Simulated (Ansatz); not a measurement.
`C[B]([GaH2])[TeH]` + `NB1CS1` → `[GaH2][NH]B1CS1` + `CB[TeH]`  (cleavage of the Ga–B bond)

Program: Ansatz. Geometries: PBE0-D4/def2-TZVP. ΔE: electronic, gas phase. CBS: MP2 limit from def2 TZ/QZ plus the TZ coupled-cluster correction, frozen cores. DFT in def2-TZVPP. Elements past krypton have def2 core potentials. For Ga, Te outer-core shells are correlated without core-valence functions, which leaves a few kJ/mol of doubt a bond. Scalar relativity is left out up to krypton. Each species was taken in one conformer, which may not be the lowest.

| species | PBE0-D4 energy (Eh) |
| --- | --- |
| `C[B]([GaH2])[TeH]` | -2259.12951 |
| `NB1CS1` | -518.13448 |
| `[GaH2][NH]B1CS1` | -2443.34007 |
| `CB[TeH]` | -333.94522 |

(1) Work out ΔE.

Largest T1 diagnostic among the species: 0.014.

Answers

(1) ΔE = (-2443.34007) + (-333.94522) − (-2259.12951) − (-518.13448) = -0.02130 Eh = -13.4 kcal/mol. CCSD(T)/CBS gives -15.5 kcal/mol.

At CCSD(T), def2-SVP lies −2.4 kcal/mol from the extrapolated value and def2-TZVPP −1.1 kcal/mol. Leaving LDA and LC-ωPBE aside and taking each functional with its dispersion term where it has one, the values, not all of them listed here, spread over 4.3 kcal/mol, from B2PLYP to PBE-D4. In def2-TZVPP, CCSD(T) changes the Hartree–Fock value by +2.8 kcal/mol (the triples alone add +0.2 kcal/mol) and MP2 by +1.9 kcal/mol.
